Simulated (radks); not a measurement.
Values are calculated unless marked as measured or tabulated.
Valence configurations of I2+ (all share [Kr]). Level of theory: Dirac Kohn-Sham, LDA (Slater exchange, Perdew-Wang correlation), spin-unpolarised, spherical densities, point nucleus; open shells are shared between the two j in proportion to 2j + 1 (a radial shooting solver on a logarithmic mesh with Libxc functionals). Energies are relative to 4d10 5s2 5p3; eigenvalues in eV.

valence           E (eV)  e(4d3/2)  e(4d5/2)  e(5p1/2)  e(5p3/2)  e(5s1/2)
4d10 5s2 5p3       0.000   -71.648   -69.916   -25.637   -24.307   -36.298
4d10 5s1.5 5p3.5   5.792   -72.306   -70.571   -25.957   -24.611   -36.681
4d10 5s1 5p4      11.621   -72.954   -71.217   -26.271   -24.908   -37.057
4d10 5p5          23.388   -74.227   -72.486   -26.883   -25.486         -
4d9.5 5s2 5p3.5   23.591   -75.190   -73.423   -26.558   -25.154   -37.514
4d9 5s2 5p4       48.510   -78.727   -76.925   -27.461   -25.984   -38.705
4d8.5 5s2 5p4.5   74.762   -82.262   -80.423   -28.350   -26.798   -39.875

NIST lists [Kr] 4d10 5s2 5p3 as the ground configuration; this level of theory agrees among the configurations tried. The energies are those of spherical spin-averaged densities, not of single terms.
